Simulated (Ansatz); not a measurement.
The first iterations of a band of BH3O + BrH (7 atoms, charge 0, multiplicity 1).

Method: RKS PBE0-D4/def2-SVP in Ansatz 0.2.0.

```
movable images  : 9
climbing image  : yes
spring          : 5.0 eV/Å²
optimiser       : quadratic models (default)
start path      : straight line
force threshold : 0.05 eV/Å
iteration limit : 60
end points      : relaxed
```

First end point:

```xyz
7
Properties=species:S:1:pos:R:3
B -0.127 -0.494 -0.029
O -0.478 0.194 1.083
H -1.125 -0.253 1.640
H 0.682 0.028 -0.755
H -0.619 -1.578 -0.251
Br 0.721 3.229 1.882
H 0.193 1.929 1.570
```

Last end point:

```xyz
7
Properties=species:S:1:pos:R:3
B -0.138 0.473 0.047
O 0.208 -0.193 1.497
H -0.624 -0.235 1.996
H 0.939 0.596 -0.487
H -0.946 -0.281 -0.440
Br -0.949 2.247 0.548
H 0.757 0.449 1.977
```

| iteration | highest image above the first end (eV) | largest band force component (eV/Å) |
| --- | --- | --- |
| 1 | 2.393 | 7.154 |
| 2 | 1.182 | 2.189 |
| 3 | 0.908 | 1.799 |
| 4 | 0.818 | 0.876 |

Task: Does the band converge within its limit, and where does its top end?

Result: The forces met the threshold. It ended after 13 iterations with the highest image 0.750 eV above the first end. Another band between the same ends (9 images) ends at a top of the same energy, where a vibrational analysis finds 1 clearly imaginary mode. The orbitals stay closed-shell, which can raise the energy where a bond breaks towards radicals; this wasn't checked here.

The run took 2.9 min on 2 threads of Arm Neoverse V1, with other jobs on the host, peak memory 0.16 GiB.
